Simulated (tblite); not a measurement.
Species: C7H14N2.
Structure used (GFN2-xTB), in Å, numbered top down from 1:
```
atom  x, y, z in Å
C1    -4.4538    0.9678   -0.3017
C2    -3.4703    0.2152    0.1866
C3    -2.3146   -0.1740   -0.5710
N4    -1.3958   -0.8770   -0.0306
N5    -0.3590   -1.3037   -0.7389
C6     0.8145   -1.7065   -0.0075
C7     1.6558   -0.5306    0.5082
C8     2.2454    0.3190   -0.6156
C9     3.1648    1.4049   -0.0703
H10   -4.4370    1.3268   -1.3180
H11   -5.3054    1.2496    0.2921
H12   -3.4939   -0.1414    1.2067
H13   -2.2532    0.1501   -1.6187
H14   -0.2044   -0.8930   -1.6617
H15    0.4661   -2.2985    0.8416
H16    1.4170   -2.3417   -0.6627
H17    2.4655   -0.9300    1.1217
H18    1.0252    0.0935    1.1448
H19    1.4384    0.7897   -1.1823
H20    2.8063   -0.3227   -1.3004
H21    3.9967    0.9626    0.4737
H22    3.5666    2.0095   -0.8800
H23    2.6203    2.0574    0.6086
```

Level: GFN2-xTB in tblite, geometry and Hessian alike; calculated harmonic values, unscaled, isolated species. Against measured fundamentals such values can be off by several per cent, at times by over 20. One conformer, not necessarily the lowest.

Harmonic wavenumbers (cm⁻¹): 26.5, 66.2, 85.7, 108.0, 143.4, 169.0, 231.5, 256.6, 282.7, 312.6, 374.9, 475.5, 501.3, 538.0, 636.7, 656.6, 783.0, 858.9, 860.3, 895.5, 903.9, 944.6, 959.8, 1010.1, 1015.4, 1072.4, 1098.1, 1120.9, 1141.6, 1191.1, 1216.0, 1242.2, 1244.2, 1270.1, 1281.9, 1300.1, 1313.0, 1329.8, 1365.6, 1393.0, 1417.1, 1428.5, 1445.0, 1481.8, 1495.6, 1503.7, 1506.1, 1654.2, 1659.2, 2857.3, 2955.3, 2958.3, 2973.5, 2981.3, 2984.3, 2992.2, 3031.9, 3034.7, 3039.6, 3078.5, 3098.0, 3133.5, 3210.9.

A = 3071, B = 606.8, C = 542.5 MHz; mass 126.116 u (most abundant isotopes); point group C1, symmetry number 1.

Q: Zero-point energy?

A: Half the sum of the wavenumbers: 43799 cm⁻¹ = 523.95 kJ/mol.

Q: Give the ideal-gas entropy at 298.15 K and 1 bar in the rigid-rotor, harmonic-oscillator model (classical rotation).

A: Translation 169.18, rotation 126.12, vibration 145.15: S = 440.5 J/(mol K).

Q: And Cp and H(298.15 K) − H(0)?

A: Cp = 173.64 J/(mol K), of which vibrations give 140.38 (their classical limit is 63 R = 523.8); H(298.15 K) − H(0) = 31.69 kJ/mol without the zero-point energy, 21.77 from vibrations.

Q: Blend soft modes into free rotors: weight 1/[1 + (100 cm⁻¹/ν̃)⁴] for the oscillator and the rest for a rotor with moment μB/(μ + B), μ = h/(8π²ν), B = 10⁻⁴⁴ kg m². What vibrational entropy results?

A: 130.61 J/(mol K) in place of 145.15, which changes −T·S at 298.15 K by +4.34 kJ/mol.

Q: Which modes carry the vibrational entropy at 298.15 K?

A: 26.5 cm⁻¹: 25.42; 66.2 cm⁻¹: 17.84; 85.7 cm⁻¹: 15.71; 108.0 cm⁻¹: 13.83; 143.4 cm⁻¹: 11.54; 169.0 cm⁻¹: 10.24 J/(mol K); the other 57 give 50.58 together.

Q: What must be added to the electronic energy to get the Gibbs energy at 298.15 K and 1 bar?

A: ZPE + [H(298.15 K) − H(0)] − T·S = 523.95 + 31.69 − 131.32 = 424.32 kJ/mol.

Q: How do the functions run with temperature in this model?

A: 
```tsv
T (K)	S (J/(mol K))	Cp (J/(mol K))	H − H(0) (kJ/mol)	G − H(0) (kJ/mol)	ln q(vib)
150	346.8	108.7	10.96	-41.07	4.16
250	412.0	150.9	23.88	-79.11	7.24
400	498.4	223.0	51.90	-147.46	11.65
600	605.1	304.4	105.07	-257.98	17.40
900	745.1	385.4	209.51	-461.11	25.69
```

q(vib) and H(0) count from the zero-point level.

Hindered rotation and anharmonicity are outside this model. Other conformers, if any are populated, would add a mixing term that is left out. The structure is chiral; the term R ln 2 for an equal mix with its mirror image is left out.

On Arm Neoverse V2, one thread, shared host, this took 0.77 s. The figure is for the frequency step alone.
